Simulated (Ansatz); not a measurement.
Consider the ligand exchange at the Si–C bond: `O=CC(O)[SiH2]O` + `[CH3][AlH][OH]` → `[CH3][AlH][O][SiH2]O` + `O=CCO`.

Isolated molecules relaxed with PBE0-D4/def2-TZVP in Ansatz; ΔE leaves out vibrations. CCSD(T)/CBS is the MP2 limit (def2-TZVPP, def2-QZVPP) plus CCSD(T) − MP2 in def2-TZVPP, frozen cores. DFT in def2-TZVPP. B3LYP here is the variant with VWN-RPA as its local correlation; programs differ in this. Each species was taken in one conformer, which may not be the lowest.

```csv
level,ΔE (kJ/mol),difference from CCSD(T)/CBS
PBE-D4,-113.2,20.7
r2SCAN-D4,-127.2,6.7
B3LYP-D4,-132.9,1.0
ωB97X-V,-132.1,1.8
ωB97M-V,-131.0,2.9
PBE,-116.1,17.8
r2SCAN,-127.9,6.0
PBE0,-127.0,6.9
MP2/def2-TZVPP,-134.0,-0.1
SCS-MP2/def2-TZVPP,-140.1,-6.2
CCSD/def2-TZVPP,-140.2,-6.3
CCSD(T)/def2-TZVPP,-134.6,-0.7
HF/def2-QZVPP,-169.9,-36.0
HF/CBS(def2),-170.2,-36.3
MP2/CBS(def2),-133.3,0.6
CCSD/CBS(def2),-139.5,-5.6
CCSD(T)/CBS,-133.9,0
```

Largest T1 diagnostic among the species: 0.014.

From PBE to PBE0 (25 % exact exchange), in def2-TZVPP and without D4, ΔE moves by −10.9 kJ/mol. The D4 term adds +4.7 kJ/mol with B3LYP and +2.4 kJ/mol with PBE0; it sums over pairs of atoms, weighted by their polarisabilities, and B3LYP, whose exchange is more repulsive, gets the larger term.
